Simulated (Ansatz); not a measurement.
Molecular dynamics of CH$_{9}$NSSi$_{2}$

Input file:

```yaml
crystal:
  periodic: [false, false, false]
  atoms:
    - { symbol: C, position_ang: [-2.049854, 0.248512, 0.805868] }
    - { symbol: S, position_ang: [-0.678, -0.086481, 1.971708] }
    - { symbol: Si, position_ang: [0.825649, -0.451828, 0.499597] }
    - { symbol: "N", position_ang: [0.180166, -1.732714, -0.568001] }
    - { symbol: Si, position_ang: [1.349557, 1.314325, -0.818546] }
    - { symbol: H, position_ang: [-2.096761, -0.515609, 0.012101] }
    - { symbol: H, position_ang: [-2.998056, 0.229382, 1.363275] }
    - { symbol: H, position_ang: [-1.960751, 1.237637, 0.325441] }
    - { symbol: H, position_ang: [1.993602, -0.87487, 1.259915] }
    - { symbol: H, position_ang: [0.175692, -2.659806, -0.072078] }
    - { symbol: H, position_ang: [0.81567, -1.888441, -1.391227] }
    - { symbol: H, position_ang: [1.961011, 2.368497, -0.043127] }
    - { symbol: H, position_ang: [0.181982, 1.860133, -1.469504] }
    - { symbol: H, position_ang: [2.287192, 0.921965, -1.846521] }
basis:
  gaussian: { orbitals: STO-3G }
hamiltonian:
  xc: b3lyp
  dispersion: d4
md:
  timestep: 2.5
  n_steps: 40
  ensemble: nvt_nose_hoover
  temperature: 200.0
  initial_velocities: maxwell_boltzmann
  seed: 335727
scf:
  lower_state_search: "off"
```

Launched with:

```bash
$ ansatz run input.yaml --threads 1 --pin off --max-ram 2048MiB --backend cpu --events-out ev --progress --plain --runs-dir out
```

It starts from a relaxed structure.

Output, in part (step lines, the closing report, with atoms numbered from 0):

```
md step     0: t =     0.00 fs  T =   200.0 K  F+E_penalty+E_count = -28931.11612104 eV  E_kin = 0.310224 eV  conserved = -28930.80589704 eV  (12 SCF iters)
[... lines left out ...]
Total energy: -28916.15514331 eV, -1062.6491014427 hartree
Atom 0 at    -2.141292     0.650780     0.931096 Å, force    -0.858047     0.359787     0.635711 eV/Å
Atom 1 at    -0.774435    -0.268998     1.828279 Å, force    -0.336636     2.351991     1.799274 eV/Å
Atom 2 at     0.843460    -0.488981     0.342768 Å, force    -0.382398    -0.880881     0.525914 eV/Å
Atom 3 at    -0.670885    -1.506361     0.600408 Å, force     1.352520    -2.707923    -2.336351 eV/Å
Atom 4 at     1.329587     1.357133    -0.828647 Å, force    -0.645658     0.800974    -0.000425 eV/Å
Atom 5 at    -2.299470     0.063454     0.005595 Å, force    -0.122107     0.091999     0.249865 eV/Å
Atom 6 at    -3.047790     0.599387     1.599952 Å, force     0.705997     0.257407    -0.805815 eV/Å
Atom 7 at    -1.897045     1.692956     0.667057 Å, force    -0.027901     0.039023     0.237018 eV/Å
Atom 8 at     2.045281    -0.866291     1.099055 Å, force    -0.226377     0.042377    -0.065837 eV/Å
Atom 9 at     3.284043    -8.913629     3.237986 Å, force     0.000404     0.004042    -0.002534 eV/Å
Atom 10 at    13.927783     0.540522   -13.700044 Å, force    -0.001762    -0.001005     0.002472 eV/Å
Atom 11 at     1.903408     2.360659     0.061323 Å, force    -0.226669    -0.122380    -0.227356 eV/Å
Atom 12 at     0.172100     1.887520    -1.547756 Å, force     0.336090    -0.057024     0.346783 eV/Å
Atom 13 at     2.314212     1.023129    -1.800228 Å, force     0.432546    -0.178386    -0.358718 eV/Å
Dipole moment:    -1.134382     1.155145     0.897294 e Å
```

The steps, from the saved trajectory:

| time (fs) | T (K) | potential energy less start (eV) | conserved less start (meV/atom) |
| --- | --- | --- | --- |
| 0 | 200 | 0.000 | 0.00 |
| 2.5 | 120 | 0.239 | 8.17 |
| 5 | 113 | 0.209 | 5.26 |
| 7.5 | 98 | 0.251 | 6.66 |
| 10 | 101 | 0.344 | 13.56 |
| 12.5 | 139 | 0.269 | 12.38 |
| 15 | 128 | 0.315 | 14.39 |
| 17.5 | 145 | 0.384 | 21.18 |
| 20 | 126 | 0.535 | 29.81 |
| 22.5 | 164 | 0.422 | 25.86 |
| 25 | 138 | 0.858 | 54.01 |
| 27.5 | 388 | 1.322 | 114.75 |
| 30 | 279 | 1.625 | 124.23 |
| 32.5 | 558 | 0.442 | 70.56 |
| 35 | 1150 | 2.790 | 303.80 |
| 37.5 | 4643 | 5.680 | 900.61 |
| 40 | 2362 | 8.846 | 885.46 |
| 42.5 | 2288 | 8.505 | 864.96 |
| 45 | 3857 | 12.694 | 1358.67 |
| 47.5 | 16156 | 15.058 | 2998.72 |
| 50 | 12631 | 16.066 | 2927.94 |
| 52.5 | 10543 | 16.142 | 2927.56 |
| 55 | 9033 | 16.183 | 2929.24 |
| 57.5 | 7938 | 16.066 | 2926.02 |
| 60 | 6939 | 16.139 | 2929.47 |
| 62.5 | 6068 | 16.063 | 2926.64 |
| 65 | 5270 | 16.051 | 2927.06 |
| 67.5 | 4587 | 15.998 | 2927.03 |
| 70 | 4017 | 15.898 | 2925.70 |
| 72.5 | 3530 | 15.839 | 2926.94 |
| 75 | 3147 | 15.697 | 2925.73 |
| 77.5 | 2809 | 15.612 | 2926.68 |
| 80 | 2538 | 15.486 | 2926.65 |
| 82.5 | 2320 | 15.340 | 2926.54 |
| 85 | 2158 | 15.153 | 2926.20 |
| 87.5 | 2005 | 14.996 | 2926.20 |
| 90 | 1850 | 14.866 | 2925.34 |
| 92.5 | 1680 | 14.810 | 2925.39 |
| 95 | 1493 | 14.815 | 2925.16 |
| 97.5 | 1303 | 14.862 | 2924.78 |
| 100 | 1117 | 14.961 | 2925.83 |

All steps were run. The conserved energy changed by up to 3000 meV per atom, so the integration failed: the time step of 2.5 fs is too long for the fastest motions that this run met, and the later frames carry no physical meaning.

Parted: N4–H10 1.05 → 8.80 Å, N4–H11 1.05 → 20.54 Å. Joined: S2–N4 3.15 → 1.75 Å. It ends as CH7NSSi2 + H + H. Pairs count as bonded within 1.25 times the sum of covalent radii (0.12 Å more for H–H).

Last frame:

```xyz
14
Properties=species:S:1:pos:R:3
C -2.141 0.651 0.931
S -0.774 -0.269 1.828
Si 0.844 -0.489 0.343
N -0.671 -1.506 0.600
Si 1.330 1.357 -0.829
H -2.300 0.064 0.006
H -3.048 0.599 1.600
H -1.897 1.693 0.667
H 2.045 -0.866 1.099
H 3.284 -8.914 3.238
H 13.928 0.540 -13.700
H 1.903 2.361 0.061
H 0.172 1.887 -1.548
H 2.314 1.023 -1.800
```

Run time: 2.2 min on 1 thread of Intel(R) Xeon(R) Platinum 8175M CPU @ 2.50GHz (Skylake/Cascade Lake), with other jobs on the host, peak memory 0.13 GiB.
